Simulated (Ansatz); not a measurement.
`CC(C)[SiH]` + CH₃SH → `CS[SiH]` + propane at 298.15 K and 1 bar (ligand exchange at the Si–C bond).

Calculated with Ansatz (gas phase, PBE0-D4/def2-TZVP geometries, no zero-point term in ΔE). CBS: MP2 limit from def2 TZ/QZ plus the TZ coupled-cluster correction, frozen cores. This one scheme is used for every species.

```csv
species,CCSD(T)/CBS energy (Eh),H − E (kJ/mol),S (J/(mol·K))
`CC(C)[SiH]`,-407.98328,280.1,308.1
CH₃SH,-438.22835,133.0,253.2
`CS[SiH]`,-727.28803,137.5,296.3
`CCC`,-118.98051,285.9,268.4
```

H − E and S are ideal-gas, rigid-rotor, harmonic terms from PBE0-D4/def2-TZVP, for one conformer and one mirror image of each species. 1 Eh = 2625.50 kJ/mol, R = 8.31446 J/(mol·K).

**Question.** By hand: ΔE, ΔH, ΔS and ΔG.

**Answer.** ΔE = (-727.28803) + (-118.98051) − (-407.98328) − (-438.22835) = -0.05691 Eh = -149.4 kJ/mol. Δ(H − E) = 137.5 + 285.9 − 280.1 − 133.0 = 10.3, so ΔH = -139.1 kJ/mol. ΔS = 296.3 + 268.4 − 308.1 − 253.2 = 3.4 J/(mol·K). ΔG = -139.1 − 298.15 × (3.4)/1000 = -140.1 kJ/mol.

**Question.** By hand: the equilibrium constant, and the temperature at which ΔG would vanish if ΔH and ΔS stayed fixed.

**Answer.** log₁₀ K = −ΔG/(RT ln 10) = 24.5. ΔH and −TΔS have one sign here, so there is no such temperature. One of them is within its doubt of zero, so this could turn.

The number of gas molecules stays the same, so ΔS is small and ΔH decides. A doubt of 5 kJ/mol in ΔE shifts log₁₀ K by 0.9 here. Other conformers and mirror images would add mixing entropy, several J/(mol·K) or more a flexible species. These are equilibria of isolated gas molecules and say nothing of rates. Largest T1 diagnostic: 0.016 (customary marks: 0.02 for closed shells, 0.045 for open ones).
